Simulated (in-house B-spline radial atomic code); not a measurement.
Stripping ruthenium of all its electrons. The total binding energy is the sum of the 44 successive ionisation energies. Configuration: [Kr] (4d3/2)4 (4d5/2)3 5s1. Computed with a radial B-spline atomic code at the basis-set limit: Dirac-Hartree-Fock, average of the jj configuration, Fermi nucleus of rms radius 4.4809 fm.

Dirac-Coulomb total energy: -4529.2867 hartree. First-order corrections (hartree): Breit 2.826, self-energy 2.129, vacuum polarisation -0.2477, recoil 0.017.

(1) What total binding energy follows, and how does it compare with the sum of NIST's ionisation energies?

(2) What share of the binding belongs to the last two electrons?

Answers

(1) 123120 eV from the corrected total, against 123151 ± 47 eV from NIST's table (measured, semi-empirical and theoretical entries, uncertainties added in quadrature). The difference, +31 eV, is within about twice the table's uncertainty, so it can't show the correlation energy.

(2) 43 % by NIST's values (53263.5 eV).
